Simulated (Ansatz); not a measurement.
Geometry optimisation, RKS BHLYP/def2-SVP in Ansatz 0.2.0.

Input file:

```yaml
crystal:
  periodic: [false, false, false]
  atoms:
    - { symbol: Ga, position_ang: [-1.028854, -0.645727, 0.96998] }
    - { symbol: H, position_ang: [1.577894, 0.209102, 1.367078] }
    - { symbol: C, position_ang: [2.009373, 0.094848, 0.360298] }
    - { symbol: H, position_ang: [2.041914, -0.966061, 0.100202] }
    - { symbol: H, position_ang: [1.411007, 0.638939, -0.374992] }
    - { symbol: H, position_ang: [3.026012, 0.495997, 0.359756] }
    - { symbol: C, position_ang: [-1.487791, -0.04421, -0.931893] }
    - { symbol: H, position_ang: [-2.324228, -0.654368, -1.314661] }
    - { symbol: H, position_ang: [-1.823351, 1.005477, -0.944592] }
    - { symbol: H, position_ang: [-0.653576, -0.134097, -1.644677] }
basis:
  gaussian: { orbitals: def2-SVP }
hamiltonian:
  xc: { name: BHLYP }
relax:
  f_tol: 0.03
  max_steps: 50
output:
  orbitals: {}
```

Command:

```bash
$ ansatz run input.yaml --threads 2 --pin off --max-ram 3072MiB --backend cpu --events-out ev --progress --plain --runs-dir out
```

Q: Where does it end, and by what steps?

A: It converged. The force dipped under the threshold on the way, but the program's further checks kept it going. After 10 steps the energy has fallen by 0.071 eV; Ga1 moved furthest, 0.67 Å.

```
step  energy less start (eV)  largest force component (eV/Å)  accepted
   0                  0.0000                           0.306       yes
   1                 -0.0463                           0.088       yes
   2                 -0.0613                           0.058       yes
   3                 -0.0682                           0.075       yes
   4                 -0.0693                           0.015       yes
   5                 -0.0698                           0.026       yes
   6                 -0.0701                           0.039       yes
   7                 -0.0702                           0.026       yes
   8                 -0.0704                           0.030       yes
   9                 -0.0705                           0.043       yes
  10                 -0.0706                           0.029       yes
```

```xyz
10
Properties=species:S:1:pos:R:3
Ga -1.683 -0.766 0.974
H 1.806 0.180 1.368
C 2.274 0.152 0.382
H 2.394 -0.886 0.064
H 1.649 0.684 -0.338
H 3.255 0.630 0.434
C -1.729 -0.097 -0.952
H -2.603 -0.490 -1.489
H -1.782 1.000 -0.992
H -0.832 -0.406 -1.505
```

Whether the end is a true minimum wasn't checked by a vibrational analysis.

The run took 21 s on 2 threads of Arm Neoverse V2, on a shared host, peak memory 0.19 GiB.
